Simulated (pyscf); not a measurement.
PySCF, gas phase, ωB97X-D3(BJ)/def2-SVP geometries. Correlated levels are frozen-core, on RHF or UHF. ΔMP2 is the change of the MP2 total energy from the triple- to the quadruple-zeta basis. Singlets are restricted, triplets unrestricted.

Singlet (Å):
```xyz
7

P     -1.2668     1.6639    -0.5663
Si     0.0662    -0.1702    -0.6932
Ga    -0.9194    -1.3665    -2.7048
H     -0.4933     2.4120     0.3647
H     -0.7040     2.2984    -1.7123
H      1.5179     0.2106    -0.7123
H     -0.1712    -0.9090     0.5922
```

Triplet (Å):
```xyz
7

P     -0.3552    -0.5644     0.2408
Si     0.2535     1.2274    -1.0096
Ga     1.8885     1.5953     0.7221
H     -1.7552    -0.3131     0.2191
H     -0.3686    -1.5097    -0.8221
H     -0.8388     2.2350    -1.1592
H      0.7512     0.8528    -2.3671
```

Question: For these two minima of H₂P–SiH₂–Ga, which spin state lies lower at CCSD(T)/def2-TZVPP + ΔMP2(QZVPP), and by how much (electronic energies)?

Answer: The singlet, by 35.7 kcal/mol. Zero-point energy shifts E(triplet) − E(singlet) by +0.3 kcal/mol. Other isomers of H₂P–SiH₂–Ga [singlet] were not searched in full and may lie lower. 

E(triplet) − E(singlet) by level (kcal/mol):

| level | gap |
|---|---|
| ωB97X-D3(BJ)/def2-TZVP | +35.7 |
| PBE/def2-TZVP | +32.0 |
| r²SCAN/def2-TZVP | +28.1 |
| B3LYP-D3(BJ)/def2-TZVP | +35.6 |
| PBE0-D3(BJ)/def2-TZVP | +31.4 |
| M06-2X/def2-TZVP | +31.4 |
| ωB97M-D3(BJ)/def2-TZVP | +36.9 |
| HF/def2-TZVP | +24.7 |
| MP2/def2-QZVPP | +33.6 |
| CCSD/def2-TZVPP | +34.4 |
| CCSD(T)/def2-TZVPP | +34.2 |
| CCSD(T)/def2-TZVPP + ΔMP2(QZVPP) | +35.7 |

The triplet is the lowest one reached from the SCF start used. The CCSD(T) − MP2 part came from Ansatz, without density fitting, on the same reference. The frozen core leaves the outer d or s,p core shells of the metals and heavy elements correlated in the MP2 and CC values, and def2-TZVPP describes them poorly, which can shift differences by a few kcal/mol. Elements up to Kr have no core potential and no relativistic terms here.
